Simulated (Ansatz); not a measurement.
Results of the Gaussian-basis code of Ansatz.

Basis-set series for Cl$_{2}$FH$_{2}$NZr (`[NH2][Zr]([F])([Cl])[Cl]`). Total charge 0; spin multiplicity 1. Zr: def2 effective core potential. All single points use the PBE0-D4/def2-TZVP geometry. It is one conformer, not always the lowest.

Cartesian coordinates in Å:
```
N -1.239 -0.038 -0.254
Zr 0.709 -0.078 0.187
F 1.039 -1.766 0.966
Cl 1.180 1.693 1.659
Cl 1.932 0.246 -1.793
H -1.731 0.734 -0.685
H -1.890 -0.792 -0.080
```

```csv
functional,basis,functions,energy (Eh),HOMO (eV),LUMO (eV)
PBE0-D4,def2-TZVPP,230,-1123.18454,-8.36,-1.81
PBE0-D4,def2-QZVPP,395,-1123.22328,-8.38,-1.82
ωB97M-V,def2-TZVPP,230,-1123.48029,-10.64,0.35
ωB97M-V,def2-QZVPP,395,-1123.51702,-10.67,0.28
```

(1) Give the rows for def2-SVP. (An estimate is asked.)

Answers

(1) The calculation gave: 
| functional | basis | functions | energy (Eh) | HOMO (eV) | LUMO (eV) |
| --- | --- | --- | --- | --- | --- |
| PBE0-D4 | def2-SVP | 105 | -1122.66844 | -8.27 | -1.72 |
| ωB97M-V | def2-SVP | 105 | -1122.96306 | -10.53 | 0.49 |

Positive LUMOs are unbound and depend on the basis.
